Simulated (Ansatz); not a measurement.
Cost and result for the atomization energy of C2H6GeO2Si (`O[SiH2]C#[C][GeH2][OH]`) (12 atoms, 11 bonds).

```xyz
12

O    -3.236   -0.048   -0.541
Si   -1.994   -0.901   -1.191
C    -0.402   -0.457   -0.404
C     0.646   -0.168    0.139
Ge    2.298    0.313    0.961
O     2.256    2.040    1.371
H    -3.338   -0.060    0.412
H    -1.958   -0.547   -2.625
H    -2.167   -2.365   -1.015
H     3.431    0.012   -0.033
H     2.468   -0.408    2.298
H     1.995    2.589    0.628
```

Total charge 0; spin multiplicity 1. Correlated methods include outer-core shells of Ge, which these sets cover unevenly. Scalar relativity is left out up to krypton. All single points use the PBE0-D4/def2-TZVP geometry. It is one conformer, not always the lowest. Program: Ansatz. All runs use 2 threads of an AMD EPYC 7R13 on a shared host and a share of an NVIDIA H100 80 GB. Times are those of one run each, without the atoms' runs, and a repeat can differ threefold. Electronic energies, without spin–orbit coupling; frozen cores. CCSD(T)/CBS adds CCSD(T) − MP2 in def2-TZVPP to the MP2 limit, and its time is that of the two runs behind it. T1 = 0.012. With those shells the extrapolation isn't a true limit. B3LYP takes the VWN-RPA correlation (the form of Gaussian; ORCA's B3LYP/G).

CCSD(T)/CBS is a level of theory with its own doubt, some kJ/mol a heavy atom from the limit and from the frozen cores, so smaller differences don't rank the functionals.

| level | functions | wall time | atomization (kJ/mol) | difference from CCSD(T)/CBS | per bond |
| --- | --- | --- | --- | --- | --- |
| PBE0-D4/def2-TZVPP | 298 | 1.7 s | 4446.4 | -61.3 | -5.6 |
| PBE-D4/def2-TZVPP (with forces) | 298 | 2 s | 4543.8 | 36.1 | 3.3 |
| B2PLYP/def2-TZVPP | 298 | 2.2 s | 4440.7 | -67.0 | -6.1 |
| B3LYP-D4/def2-TZVPP (with forces) | 298 | 2.3 s | 4457.5 | -50.2 | -4.6 |
| ωB97X-V/def2-TZVPP | 298 | 2.4 s | 4492.5 | -15.2 | -1.4 |
| r2SCAN-D4/def2-TZVPP (with forces) | 298 | 2.4 s | 4489.4 | -18.3 | -1.7 |
| ωB97M-V/def2-TZVPP (with forces) | 298 | 3 s | 4481.3 | -26.4 | -2.4 |
| CCSD(T)/def2-TZVPP | 298 | 3.9 s | 4388.4 | -119.3 | -10.8 |
| MP2/def2-QZVPP | 567 | 4.4 s | 4568.0 | 60.3 | 5.5 |
| CCSD(T)/CBS(def2) | – | 8.2 s | 4507.7 | 0.0 | 0.0 |

The D4 term adds +40.3 kJ/mol with B3LYP and +21.3 kJ/mol with PBE0; it sums over pairs of atoms, weighted by their polarisabilities, and B3LYP, whose exchange is more repulsive, gets the larger term. In def2-TZVPP, CCSD(T) changes the Hartree–Fock value by +1202.0 kJ/mol (the triples alone add +80.2 kJ/mol) and MP2 by +1310.8 kJ/mol; breaking electron pairs costs correlation energy, which Hartree–Fock lacks. From PBE to PBE0 (25 % exact exchange), in def2-TZVPP and without D4, the atomization energy moves by −93.7 kJ/mol: exact exchange takes away binding that semilocal exchange gives to molecules.
